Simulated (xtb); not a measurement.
ZrF3, SMILES [F][Zr+]([F])[F], charge +1, multiplicity 1. All values are semi-empirical tight-binding results from xtb (GFN2-xTB unless named), good for trends rather than for accurate numbers. Geometry: GFN2-xTB. The multiplicity is an assumed one; other spin states were not compared. The isomer is the one that the SMILES or the coordinates give; other isomers of the formula were not compared.

Optimised geometry:

Bond lengths (Å): Zr1–F2 1.835, Zr1–F3 1.835, Zr1–F4 1.835. Angles (°): F2–Zr1–F3 106.8, F2–Zr1–F4 106.8, F3–Zr1–F4 106.8.
Charge +1, spin multiplicity 1.

For metal compounds this method's bond lengths and energies can be far off.

```json
{
 "point_group_as_xtb_finds_it": "C3v",
 "orbital_gap": "4.73 eV",
 "zero_point_energy": "3.1 kcal/mol",
 "G − E(el) at 298.15 K (modified RRHO)": "-15.2 kcal/mol"
}
```

Computed atomic charges and the Wiberg bond orders between heavy atoms:
charges (e) Zr1 1.69, F2 -0.23, F3 -0.23, F4 -0.23. Bond orders Zr1–F2 1.19, Zr1–F3 1.19, Zr1–F4 1.19.
